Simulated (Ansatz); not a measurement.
Ansatz (a program for electronic structure) input:

Ansatz 0.2 input:
```yaml
crystal:
  periodic: [false, false, false]
  atoms:
    - {symbol: C, position_ang: [-2.70778772, -0.65331949, -0.41539753]}
    - {symbol: C, position_ang: [-1.51786384, 0.02619302, 0.25576849]}
    - {symbol: C, position_ang: [-0.22219759, -0.14557627, -0.53232133]}
    - {symbol: C, position_ang: [0.98703306, 0.50905786, 0.11748509]}
    - {symbol: C, position_ang: [2.23678266, 0.40636272, -0.74563050]}
    - {symbol: O, position_ang: [1.18322608, -0.13906207, 1.38025596]}
    - {symbol: H, position_ang: [-2.53896246, -1.72815321, -0.51728319]}
    - {symbol: H, position_ang: [-3.62389518, -0.51484834, 0.16171872]}
    - {symbol: H, position_ang: [-2.88139227, -0.25097478, -1.41688892]}
    - {symbol: H, position_ang: [-1.37701651, -0.37489594, 1.26099599]}
    - {symbol: H, position_ang: [-1.72515330, 1.09499536, 0.37544002]}
    - {symbol: H, position_ang: [-0.34348373, 0.27515692, -1.53569584]}
    - {symbol: H, position_ang: [-0.00499949, -1.21142007, -0.66028572]}
    - {symbol: H, position_ang: [0.75794647, 1.57068965, 0.29089279]}
    - {symbol: H, position_ang: [3.09429360, 0.86933129, -0.25016683]}
    - {symbol: H, position_ang: [2.09298835, 0.91360591, -1.70194669]}
    - {symbol: H, position_ang: [2.47820626, -0.64063580, -0.93893946]}
    - {symbol: H, position_ang: [1.94986002, 0.25333868, 1.81068604]}
basis:
  gaussian:
    orbitals: cc-pVTZ
magnetization: {spin_polarized: false}
correlation: {method: ccsd_t, electrons: outside_noble_gas}
```

Question: What final total energy does it print?

Answer: -272.52068 Eh (CCSD(T)/cc-pVTZ). The basis has 348 functions.
